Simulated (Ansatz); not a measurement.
All values below come from frozen-core CCSD(T)/cc-pVDZ // B3LYP-D3(BJ)/def2-SVP run with Ansatz (a first-principles code).

Ansatz 0.2 input:
```yaml
crystal:
  periodic: [false, false, false]
  atoms:
    - { symbol: C, position_ang: [2.66196, 0.019104, -0.456536] }
    - { symbol: O, position_ang: [1.802829, -0.221545, 0.634489] }
    - { symbol: Ge, position_ang: [0.035256, -0.20529, 0.421534] }
    - { symbol: C, position_ang: [-0.717641, -0.319742, 2.211121] }
    - { symbol: C, position_ang: [-0.532876, -1.597183, -0.832988] }
    - { symbol: O, position_ang: [-0.282121, 1.404386, -0.312778] }
    - { symbol: C, position_ang: [-1.536407, 1.740054, -0.844649] }
    - { symbol: H, position_ang: [2.446517, 0.983944, -0.950584] }
    - { symbol: H, position_ang: [3.699535, 0.045783, -0.084777] }
    - { symbol: H, position_ang: [2.602402, -0.777704, -1.225061] }
    - { symbol: H, position_ang: [-0.487626, -1.298947, 2.656581] }
    - { symbol: H, position_ang: [-1.809941, -0.1913, 2.181331] }
    - { symbol: H, position_ang: [-0.279678, 0.469579, 2.838502] }
    - { symbol: H, position_ang: [-0.200192, -2.581466, -0.470856] }
    - { symbol: H, position_ang: [-0.094015, -1.417023, -1.825383] }
    - { symbol: H, position_ang: [-1.628801, -1.612494, -0.931859] }
    - { symbol: H, position_ang: [-2.340545, 1.743984, -0.080451] }
    - { symbol: H, position_ang: [-1.856223, 1.058816, -1.659238] }
    - { symbol: H, position_ang: [-1.482433, 2.757041, -1.268399] }
basis:
  gaussian: { orbitals: cc-pVDZ }
correlation:
  method: ccsd_t
```

Output:

```
Functional definition: HF
1622 factors; integrals over basis functions are off by at most 1.1e-3 eV
mean field evaluation 1: about -64855.3323 eV, gradient 4.5e1 eV
mean field evaluation 2: about -64855.5033 eV, gradient 4.5e1 eV
mean field evaluation 4: about -64860.1859 eV, gradient 5.2e0 eV
mean field evaluation 8: about -64860.2650 eV, gradient 1.9e-4 eV
mean field evaluation 16: about -64859.9842 eV, gradient 5.2e0 eV
mean field -64860.26504735 eV, -2383.5707766235 hartree, gradient 7.2e-7 eV, S^2 0.000000; 0 other end points of the search recorded, 0 dependent functions left out
15 core orbitals not correlated
reference -64860.26504735 eV, -2383.5707766235 hartree; 27, 27 occupied and 129, 129 virtual orbitals, 1622 factors
second order -29.08217846 eV of doubles, -0.00000000 eV of singles
cycle   1  -30.21899198 eV  change    -1.1e0 eV  update   1.2e-1
cycle   2  -30.99895971 eV  change   -7.8e-1 eV  update   3.6e-2
cycle   3  -31.19233443 eV  change   -1.9e-1 eV  update   1.8e-2
cycle   4  -31.19014578 eV  change    2.2e-3 eV  update   3.8e-3
cycle   5  -31.19057740 eV  change   -4.3e-4 eV  update   1.6e-3
cycle   6  -31.19111952 eV  change   -5.4e-4 eV  update   4.9e-4
cycle   7  -31.19088178 eV  change    2.4e-4 eV  update   2.0e-4
cycle   8  -31.19082246 eV  change    5.9e-5 eV  update   6.2e-5
perturbative correction -0.86859105 eV, -0.0319201325 hartree
Total energy: -64892.32446087 eV, -2384.7489383395 hartree
```

Cost: very roughly 4 core-minutes.
